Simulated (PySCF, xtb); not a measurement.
C2H3AlFNO2, SMILES C[O][Al]([F])[N]=C=O. Other conformers were not sampled.

Harmonic wavenumbers (cm⁻¹) from GFN2-xTB (xtb) at its own minimum, in rising order: 35, 43, 66, 86, 148, 166, 199, 291, 465, 509, 514, 717, 833, 1131, 1134, 1235, 1415, 1470, 1473, 1493, 2502, 2969, 2970, 2978.

Problem. What does ωB97X-D3(BJ)/def2-SVP run with PySCF 2.14.0 give at its own minimum? (Estimate from the structure and the level; the computed values follow.)

Solution. 46, 72, 89, 93, 98, 235, 284, 299, 514, 646, 654, 774, 934, 1192, 1197, 1277, 1486, 1490, 1495, 1540, 2455, 3029, 3114, 3130. Paired by order, the mean absolute difference is 62 cm⁻¹ and the zero-point energies are 35.5 and 37.4 kcal/mol.
